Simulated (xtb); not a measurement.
Mg(Me)2 (C2H6Mg), SMILES [CH3][Mg][CH3]. All values are semi-empirical tight-binding results from xtb (GFN2-xTB unless named), good for trends rather than for accurate numbers. Coordinates come from a GFN2-xTB optimisation. The isomer is the one that the SMILES or the coordinates give; other isomers of the formula were not compared.

Optimised geometry:

Bond lengths (Å): Mg1–C2 2.141, Mg1–C6 2.141, C2–H3 1.092, C2–H4 1.092, C2–H5 1.092, C6–H7 1.092, C6–H8 1.092, C6–H9 1.092. Angles (°): C2–Mg1–C6 180.0, Mg1–C2–H3 111.6, Mg1–C2–H4 111.6, Mg1–C2–H5 111.6, H3–C2–H4 107.2, H3–C2–H5 107.2, H4–C2–H5 107.2, Mg1–C6–H7 111.6, Mg1–C6–H8 111.6, Mg1–C6–H9 111.6, H7–C6–H8 107.2, H7–C6–H9 107.2, H8–C6–H9 107.2.
Charge 0, spin multiplicity 1.

The geometry has at least one imaginary mode, so it is a saddle point at that level.

For metal compounds this method's bond lengths and energies can be far off.

```yaml
point_group_as_xtb_finds_it: D3
orbital_gap: 2.14 eV
```

Computed atomic charges and the Wiberg bond orders between heavy atoms:
charges (e) Mg1 0.43, C2 -0.27, H3 0.02, H4 0.02, H5 0.02, C6 -0.27, H7 0.02, H8 0.02, H9 0.02. Bond orders Mg1–C2 0.75, Mg1–C6 0.75.
